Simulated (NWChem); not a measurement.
System: C2H4Si; SMILES C#C[SiH3]

Results from NWChem. Pople sets run with spherical d functions. Structure relaxed at the PBE0/def2-SVP level. Total energies compare along this basis series because the functional is fixed.

```csv
level,basis functions,energy (Ha),highest occupied level (eV),orbital gap (eV),dipole (D)
B3LYP/STO-3G,23,-363.7302,-5.60,10.14,0.44
B3LYP/3-21G,39,-366.0877,-7.79,8.18,0.33
B3LYP/6-31G*,54,-368.0357,-7.67,7.85,0.47
B3LYP/6-31+G*,66,-368.0431,-7.96,7.69,0.36
B3LYP/def2-SVP,66,-367.9104,-7.91,7.80,0.40
B3LYP/def2-SVPD,96,-367.9163,-8.04,7.68,0.39
B3LYP/def2-TZVP,123,-368.1045,-8.04,7.67,0.40
```
